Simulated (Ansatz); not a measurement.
Ge₂₀H₃₀, a nanocrystal cut from cubic germanium. The state is a singlet with charge 0. Geometry PBE-D4/def2-SVP, basis def2-TZVP, Ansatz.

| run | HOMO (eV) | LUMO (eV) |
| --- | --- | --- |
| A | -7.74 | -0.65 |
| B | -6.30 | -2.06 |
| C | -6.96 | -1.50 |
| D | -6.07 | -2.23 |

Single mean-field runs in def2-TZVP are fitted with def2-universal-jkfit.

Problem. The runs used BHLYP, PBE, PBE0, r2SCAN. Estimate which is which.

Solution. A BHLYP (50 % exact exchange); B r2SCAN (0 % exact exchange); C PBE0 (25 % exact exchange); D PBE (0 % exact exchange). Exact exchange lowers occupied and raises empty levels; among semilocal functionals meta-GGAs tend to open the gap a little, and such runs are hard to tell apart. The gap grows from 3.84 eV (PBE) to 7.09 eV (BHLYP).
